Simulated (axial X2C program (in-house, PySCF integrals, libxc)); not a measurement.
# Zr: configurations by level of theory

Calculated with an in-house all-electron X2C program for linear molecules (integrals from PySCF), basis dyall-cv3z (cores contracted in-house), spin-free (one-electron X2C) and two-component (2c, atomic mean-field Coulomb and Gaunt terms). Energies in eV from the lowest row of each column (rows without correlated energies are left out; n/a marks j-coupled starts, which PBE0 does not hold); electrons by l are Mulliken totals of the Hartree–Fock solution, and PBE0 can relax to another configuration under the same block occupation. Coupled cluster uses truncated natural virtuals with an MP2 remainder. Frozen shells in the correlated columns: 3 s, 2 p, 1 d.

The low spin-free determinants:

```
electrons by l  M_S, M_L    HF   MP2  CCSD(T)  PBE0
   s10 p18 d12      1, 3  0.05  0.00     0.00  0.16
   s10 p18 d12      1, 2  0.00  0.05     0.00  0.06
   s10 p18 d12      1, 0  0.13  0.19     0.10  0.00
   s10 p18 d12      1, 1  0.48  0.33     0.21  0.26
s9.7 p18 d12.3      1, 0  0.48  0.49     0.43  0.12
    s9 p18 d13      2, 3  0.05  0.49     0.66  0.16
    s9 p18 d13      2, 2  0.00  0.52     0.66  0.01
    s9 p18 d13      2, 0  0.14  0.67     0.77  0.06
```

And the two-component ones:

```tsv
electrons by l	2M_J	HF	MP2	CCSD(T)	PBE0
s10 p18 d12	4	0.03	0.00	0.00	0.09
s10 p18 d12	2	0.00	0.07	0.02	n/a
s10 p18 d12	6	0.08	0.16	0.11	0.11
s10 p18 d12	8	0.15	0.14	0.14	0.23
s10 p18 d12	2	0.17	0.25	0.15	0.00
s9.6 p18 d12.4	2	0.48	0.52	0.47	0.12
s9 p18 d13	2	0.05	0.50	0.68	0.10
s9 p18 d13	8	0.07	0.63	0.76	0.05
```

Ground level as tabulated from the NIST Atomic Spectra Database (leading term): 2S+1 = 3, L = 3, J = 2.

Single determinants need not be terms or J levels, so several rows can belong to one term; PBE0 has no current term and treats spin collinearly, and Hartree–Fock breaks spherical symmetry, which spreads rows that should be degenerate. The search is wide but not exhaustive and can miss a configuration; gaps between s and d configurations can be off by some tenths of an eV with this basis and core.

The run took 6.9 min on 1 thread of Intel(R) Xeon(R) Processor @ 2.30GHz, on a shared host.
